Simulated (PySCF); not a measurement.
# Constants of BeH, step by step

State: ²Σ⁺, doublet, unpaired electrons σ ↑. De refers to Be + H. ROHF-based CCSD(T) in PySCF 2.14 with Be aug-cc-pVTZ, H aug-cc-pVTZ and Be aug-cc-pVQZ, H aug-cc-pVQZ (frozen core orbitals: 1; no relativity). Correlation energies are extrapolated as n⁻³ (n = 3, 4), Hartree–Fock as (n+1)·exp(−9√n). CV is the change on freezing 0 orbitals instead, in Be cc-pCVTZ, H cc-pVTZ. SR is the spin-free X2C energy in Be cc-pVTZ-DK, H cc-pVTZ-DK less the non-relativistic one in Be cc-pVTZ, H cc-pVTZ.

```json
{"Level": "CCSD(T)/TZ", "Re (Å)": "1.3488", "ωe (cm⁻¹)": "2038.5", "ωexe (cm⁻¹)": "36.4", "αe (cm⁻¹)": "0.302", "De (eV)": "2.129"}
{"Level": "CCSD(T)/QZ", "Re (Å)": "1.3462", "ωe (cm⁻¹)": "2052.0", "ωexe (cm⁻¹)": "36.8", "αe (cm⁻¹)": "0.304", "De (eV)": "2.161"}
{"Level": "HF/CBS", "Re (Å)": "1.3379", "ωe (cm⁻¹)": "2143.3", "ωexe (cm⁻¹)": "29.7", "αe (cm⁻¹)": "0.261", "De (eV)": "2.183"}
{"Level": "MP2/CBS", "Re (Å)": "1.3372", "ωe (cm⁻¹)": "2121.6", "ωexe (cm⁻¹)": "31.6", "αe (cm⁻¹)": "0.275", "De (eV)": "2.354"}
{"Level": "CCSD/CBS", "Re (Å)": "1.3443", "ωe (cm⁻¹)": "2065.0", "ωexe (cm⁻¹)": "36.3", "αe (cm⁻¹)": "0.300", "De (eV)": "2.159"}
{"Level": "CCSD(T)/CBS", "Re (Å)": "1.3453", "ωe (cm⁻¹)": "2057.7", "ωexe (cm⁻¹)": "36.9", "αe (cm⁻¹)": "0.304", "De (eV)": "2.176"}
{"Level": "CCSD(T)/CBS+CV", "Re (Å)": "1.3421", "ωe (cm⁻¹)": "2063.7", "ωexe (cm⁻¹)": "36.9", "αe (cm⁻¹)": "0.304", "De (eV)": "2.187"}
{"Level": "CCSD(T)/CBS+CV+SR", "Re (Å)": "1.3422", "ωe (cm⁻¹)": "2063.0", "ωexe (cm⁻¹)": "36.9", "αe (cm⁻¹)": "0.304", "De (eV)": "2.184"}
```

How much is left between CCSD(T)/QZ and the basis-set limit, and how much do the triples give at the limit?

CCSD(T)/CBS less CCSD(T)/QZ: -0.9 mÅ in Re, +5.7 cm⁻¹ in ωe and +0.015 eV in De. CCSD(T)/CBS less CCSD/CBS: +1.0 mÅ in Re, -7.3 cm⁻¹ in ωe and +0.017 eV in De.

What do the later terms add?

CV: -3.2 mÅ in Re, +6.0 cm⁻¹ in ωe and +0.011 eV in De; SR: +0.1 mÅ in Re, -0.7 cm⁻¹ in ωe and -0.003 eV in De, each against the row above.

The T1 diagnostic is 0.021. The state was picked by a PBE0 search and need not be the measured ground state. Spin–orbit coupling, excitations beyond (T) and corrections to the Born–Oppenheimer picture are left out.

The whole job (state search and all basis sets along the bond) took about 7.2 min on 4 threads of Arm Neoverse V1 (shared host), peak memory 13 GiB.
